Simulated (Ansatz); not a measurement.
```yaml
crystal:
  periodic: [false, false, false]
  atoms:
    - {symbol: Si, position_ang: [0.147356, 0.893463, -0.014552]}
    - {symbol: O, position_ang: [-0.619925, -0.365439, 0.784822]}
    - {symbol: B, position_ang: [-0.696596, -1.669645, 0.627005]}
    - {symbol: Br, position_ang: [0.183360, -2.661939, -0.781144]}
    - {symbol: H, position_ang: [-0.341588, 0.946544, -1.410838]}
    - {symbol: H, position_ang: [-0.221322, 2.120332, 0.722856]}
    - {symbol: H, position_ang: [1.610014, 0.668684, 0.026051]}
basis:
  gaussian: {orbitals: cc-pVDZ, fitting: {mean_field: def2-universal-jkfit}}
magnetization: {spin_polarized: true, initial_magnetization: 1}
hamiltonian: {xc: {name: PBE0-DH}}
scf: {lower_state_search: off}
output: {forces: true}
```

```sh
$ ansatz run in.yaml --threads 4 --pin off --events-out ev --progress --plain --max-ram 10444MiB
```

It prints (some lines left out):

```
Functional definition: PBE0-DH
600 factors; integrals over basis functions are off by at most 3.4e-1 eV
mean field evaluation 1: about -80673.5308 eV, gradient 2.5e1 eV
mean field evaluation 2: about -80673.5307 eV, gradient 2.5e1 eV
mean field evaluation 4: about -80676.0175 eV, gradient 2.0e0 eV
mean field evaluation 8: about -80676.0625 eV, gradient 9.3e-2 eV
mean field evaluation 16: about -80676.0626 eV, gradient 2.9e-5 eV
mean field -80676.06258932 eV, -2964.7906159583 hartree, gradient 2.8e-6 eV, S^2 0.753608; 0 other end points of the search recorded, 0 dependent functions left out
16 core orbitals not correlated: weight in the atoms' cores, before any rotation towards them, 1.000 or more for the frozen orbitals, at most 0.000 for the correlated occupied ones
reference -80676.06260675 eV, -2964.7906165988 hartree; 17, 16 occupied and 55, 56 virtual orbitals, 600 factors
second order -15.99789778 eV of doubles, -0.00000000 eV of singles
Total energy: -80678.06234397 eV, -2964.8641055862 hartree
Atom 0 at     0.147356     0.893463    -0.014552 Å, force     0.481033     0.747286    -0.511121 eV/Å
Atom 1 at    -0.619925    -0.365439     0.784822 Å, force    -0.499223    -0.533646     0.577447 eV/Å
Atom 2 at    -0.696596    -1.669645     0.627005 Å, force    -0.029343    -0.310832    -0.022455 eV/Å
Atom 3 at     0.183360    -2.661939    -0.781144 Å, force     0.006412     0.021140    -0.004125 eV/Å
Atom 4 at    -0.341588     0.946544    -1.410838 Å, force    -0.040617     0.005652    -0.107276 eV/Å
Atom 5 at    -0.221322     2.120332     0.722856 Å, force    -0.031360     0.086234     0.060933 eV/Å
Atom 6 at     1.610014     0.668684     0.026051 Å, force     0.113097    -0.015833     0.006596 eV/Å
Dipole moment:     0.109367     0.437265    -0.061949 e Å
Checks for a lower state left out: starts, cluster_reference, orbital_swaps, neighbouring_geometries, increment
```

Run time 2.1 s (4 threads of an Intel Xeon 6975P-C on a shared host); peak host memory 0.38 GiB.
